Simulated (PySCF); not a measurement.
This PySCF input asks for the NMR shieldings of `C[N+]1(C)[BH2-]C(B(Cl)Cl)=CC1`, C$_{5}$H$_{11}$B$_{2}$Cl$_{2}$N; the geometry comes from GFN2-xTB.

```python
import basis_set_exchange as bse
import numpy as np
from pyscf import gto, dft
from pyscf.prop import nmr

atoms = """
C    -0.968581   -0.777590   -1.203297
N    -0.862869   -0.047434    0.058112
C    -2.177512    0.447937    0.445247
B     0.264400    1.156168   -0.098813
C     1.579259    0.288545    0.255754
B     3.043591    0.656470   -0.034058
Cl    4.283720   -0.559734   -0.099084
Cl    3.518186    2.280684   -0.339231
C     1.201393   -0.825869    0.897555
C    -0.281250   -0.936434    1.079365
H    -1.322343   -0.108697   -1.984086
H     0.015076   -1.148283   -1.482300
H    -1.660831   -1.619266   -1.110121
H    -2.099204    0.996672    1.381161
H    -2.543266    1.130599   -0.319171
H    -2.889676   -0.373662    0.564345
H     0.049463    1.963124    0.747752
H     0.205646    1.589880   -1.199776
H     1.848940   -1.578410    1.323402
H    -0.661188   -1.959847    0.986990
H    -0.551874   -0.557909    2.070826
"""
names = dict.fromkeys(["C", "N", "B", "Cl", "H"], "pcSseg-1")
basis = {el: gto.basis.parse(bse.get_basis(n, elements=[el], fmt="nwchem")) for el, n in names.items()}
mol = gto.M(atom=atoms, basis=basis, charge=0, verbose=0)
mf = dft.RKS(mol, xc="PBE0")
mf.grids.level = 2
mf.grids.alignment = dft.numint.BLKSIZE   # the property module wants whole blocks of grid points
mf.conv_tol = 1e-9
mf.kernel()

calc = nmr.RKS(mf)   # GIAO
C = mf.mo_coeff
Co = C[:, mf.mo_occ > 0]
resp = mf.gen_response(singlet=True, hermi=2)
def vind(x):   # induced exchange potential for any number of trial vectors
    d = np.einsum("pi,xij,qj->xpq", C, 2 * x.reshape(-1, C.shape[1], Co.shape[1]), Co, optimize=True)
    return np.einsum("xpq,pi,qj->xij", resp(d - d.transpose(0, 2, 1)), C, Co, optimize=True).ravel()
mo1, _ = nmr.rhf.solve_mo1(calc, with_cphf=vind)
sigma = calc.kernel(mo1)
for i, s in enumerate(sigma):   # ppm
    w = np.linalg.eigvalsh((s + s.T) / 2)
    print("%2d %-2s iso %8.1f  s11 %8.1f  s22 %8.1f  s33 %8.1f" % (i, mol.atom_pure_symbol(i), w.mean(), *w))
```

**Question.** What are the results?

**Answer.** 
```
 0 C  iso    136.2  s11     97.9  s22    125.6  s33    185.2
 1 N  iso    201.5  s11    175.7  s22    200.1  s33    228.8
 2 C  iso    135.8  s11    105.3  s22    119.1  s33    183.0
 3 B  iso    105.7  s11     82.3  s22     96.4  s33    138.5
 4 C  iso     11.3  s11    -82.1  s22    -37.2  s33    153.0
 5 B  iso     45.9  s11     11.7  s22     38.6  s33     87.4
 6 Cl iso    716.6  s11    455.7  s22    783.5  s33    910.6
 7 Cl iso    687.5  s11    427.4  s22    730.6  s33    904.5
 8 C  iso     38.0  s11    -70.3  s22     54.5  s33    129.6
 9 C  iso    114.2  s11     81.3  s22    105.1  s33    156.0
10 H  iso     29.2  s11     25.2  s22     27.1  s33     35.3
11 H  iso     28.5  s11     23.7  s22     28.8  s33     33.1
12 H  iso     29.8  s11     26.1  s22     27.0  s33     36.4
13 H  iso     28.8  s11     24.7  s22     26.8  s33     34.8
14 H  iso     28.8  s11     24.7  s22     26.2  s33     35.5
15 H  iso     29.3  s11     25.3  s22     26.5  s33     36.1
16 H  iso     28.7  s11     24.4  s22     28.7  s33     32.9
17 H  iso     29.0  s11     24.5  s22     28.5  s33     34.0
18 H  iso     25.1  s11     22.9  s22     24.5  s33     28.1
19 H  iso     28.4  s11     24.4  s22     27.1  s33     33.6
20 H  iso     27.8  s11     23.8  s22     27.3  s33     32.4
```

These numbers come from an equivalent density-fitted implementation of the same equations, which agrees with the script to about 0.01 ppm for H and up to a few tenths of a ppm for heavy atoms, so last digits may differ.

Size and cost of the density-fitted run: 239 basis functions, 2.5 min wall time on 1 thread of an Intel Xeon, shared host; peak memory 1.1 GiB.
